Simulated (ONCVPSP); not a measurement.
Plane-wave convergence, ONCV potential for Se

```json
{"Element": "selenium", "Generator": "ONCVPSP 4.0.1", "Type": "optimised norm-conserving Vanderbilt (ONCV)", "Functional": "PBEsol", "Relativity": "scalar-relativistic", "Frozen core": "[Ne]", "Valence charge": "24", "Reference configuration": "3s2 3p6 3d10 4s2 4p4", "Partial waves": "3s+4s: rc 0.90 bohr, ncon 4, nbas 8, qcut 16.8 1/bohr, 2 projectors; 3p+4p: rc 1.20 bohr, ncon 4, nbas 8, qcut 13.9 1/bohr, 2 projectors; 3d: rc 1.05 bohr, ncon 4, nbas 9, qcut 17.5 1/bohr, 2 projectors, debl 3.7 Ha", "Local potential": "polynomial inside 0.70 bohr (lpopt 5, dvloc0 -1 Ha)", "Core correction": "none"}
```

Question: For each optimised wave give the share of its norm inside rc, the residual kinetic energy above qcut (Ha) and the cutoffs (Ha) for errors of 10, 1, 0.1 and 0.01 mHa per electron.

Answer:

```json
{"wave": "3s", "norm inside rc": "0.925", "residual KE": "6.5e-08", "10 mHa": "70.0", "1 mHa": "88.7", "0.1 mHa": "103.9", "0.01 mHa": "116.5"}
{"wave": "4s", "norm inside rc": "0.055", "residual KE": "3.9e-08", "10 mHa": "57.6", "1 mHa": "81.1", "0.1 mHa": "99.4", "0.01 mHa": "115.0"}
{"wave": "3p", "norm inside rc": "0.982", "residual KE": "2.1e-08", "10 mHa": "51.2", "1 mHa": "62.5", "0.1 mHa": "72.3", "0.01 mHa": "80.3"}
{"wave": "4p", "norm inside rc": "0.079", "residual KE": "1.2e-08", "10 mHa": "39.9", "1 mHa": "54.0", "0.1 mHa": "66.3", "0.01 mHa": "76.0"}
{"wave": "3d", "norm inside rc": "0.902", "residual KE": "6.8e-08", "10 mHa": "95.3", "1 mHa": "111.6", "0.1 mHa": "124.8", "0.01 mHa": "135.4"}
{"wave": "d projector 2", "norm inside rc": "0.042", "residual KE": "8.3e-08", "10 mHa": "82.2", "1 mHa": "103.3", "0.1 mHa": "120.3", "0.01 mHa": "132.9"}
```

The occupied waves need 112 Ha and 125 Ha for 1 and 0.1 mHa.
